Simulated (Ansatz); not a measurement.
ClH6InO2Si2, SMILES `[SiH3][O][In]([Cl])[O][SiH3]`. Total charge 0; spin multiplicity 1. In takes the def2 core potential. Geometry: relaxed with PBE0-D4/def2-TZVP. It is one conformer, not always the lowest.

```xyz
12

Si    0.245   -0.400    2.160
O    -1.108    0.290    1.551
In   -1.693    0.915   -0.208
Cl   -3.690    1.994   -0.453
O    -0.536    0.600   -1.753
Si    0.866   -0.200   -2.024
H     0.201   -1.880    2.005
H     1.464    0.105    1.465
H     0.341   -0.063    3.604
H     0.973   -1.404   -1.151
H     2.037    0.677   -1.752
H     0.900   -0.633   -3.445
```

**Question.** What is the dipole moment at B3LYP/def2-TZVPP? (An estimate is asked.)

**Answer.** The calculation gave: 0.31 D, with components (0.27, -0.15, 0.03) D in this frame, pointing from negative to positive charge.

**Question.** And with PBE, r2SCAN, ωB97M-V? (Estimate.)

**Answer.** Ansatz gave: PBE 0.22 D, r2SCAN 0.27 D, ωB97M-V 0.24 D.

**Question.** Give the Mulliken charges with B3LYP, r2SCAN, ωB97M-V in def2-TZVPP. (Estimate.)

**Answer.** Ansatz gave: 
| atom | B3LYP | r2SCAN | ωB97M-V |
| --- | --- | --- | --- |
| Si1 | 0.41 | 0.44 | 0.31 |
| O2 | -0.53 | -0.55 | -0.55 |
| In3 | 1.04 | 1.06 | 1.03 |
| Cl4 | -0.32 | -0.33 | -0.30 |
| O5 | -0.53 | -0.55 | -0.55 |
| Si6 | 0.41 | 0.44 | 0.31 |
| H7 | -0.08 | -0.08 | -0.04 |
| H8 | -0.08 | -0.08 | -0.04 |
| H9 | -0.08 | -0.09 | -0.04 |
| H10 | -0.08 | -0.08 | -0.04 |
| H11 | -0.08 | -0.08 | -0.04 |
| H12 | -0.08 | -0.09 | -0.04 |

B3LYP here is the variant with VWN-RPA as its local correlation; programs differ in this.
